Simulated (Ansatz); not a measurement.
`C[Si](Cl)(Cl)[GeH3]` → `C[SiH](Cl)Cl` + `[GeH2]` at 600 K and 1 bar (germylene loss).

Gas-phase electronic energies from Ansatz, PBE0-D4/def2-TZVP geometries. CBS: MP2 limit from def2 TZ/QZ plus the TZ coupled-cluster correction, frozen cores. For Ge outer-core shells are correlated without core-valence functions, which leaves a few kJ/mol of doubt a bond. Scalar relativity is left out up to krypton.

| species | CCSD(T)/CBS energy (Eh) | H − E (kJ/mol) | S (J/(mol·K)) |
| --- | --- | --- | --- |
| `C[Si](Cl)(Cl)[GeH3]` | -3326.53256 | 243.6 | 514.1 |
| `C[SiH](Cl)Cl` | -1249.21450 | 180.0 | 404.3 |
| `[GeH2]` | -2077.24753 | 50.4 | 247.2 |

H − E and S are ideal-gas, rigid-rotor, harmonic terms from PBE0-D4/def2-TZVP. 1 Eh = 2625.50 kJ/mol, R = 8.31446 J/(mol·K).

Problem. By hand: ΔE, ΔH, ΔS and ΔG.

Solution. ΔE = (-1249.21450) + (-2077.24753) − (-3326.53256) = 0.07053 Eh = 185.2 kJ/mol. Δ(H − E) = 180.0 + 50.4 − 243.6 = -13.2, so ΔH = 172.0 kJ/mol. ΔS = 404.3 + 247.2 − 514.1 = 137.4 J/(mol·K). ΔG = 172.0 − 600 × (137.4)/1000 = 89.6 kJ/mol.

Problem. By hand: the equilibrium constant, and the temperature at which ΔG would vanish if ΔH and ΔS stayed fixed.

Solution. log₁₀ K = −ΔG/(RT ln 10) = -7.8. ΔG = 0 at ΔH/ΔS = 1252 K.

The number of gas molecules changes by +1, which sets the sign of ΔS. A doubt of 5 kJ/mol in ΔE shifts log₁₀ K by 0.4 here. These are equilibria of isolated gas molecules and say nothing of rates. Largest T1 diagnostic: 0.012 (customary marks: 0.02 for closed shells, 0.045 for open ones).
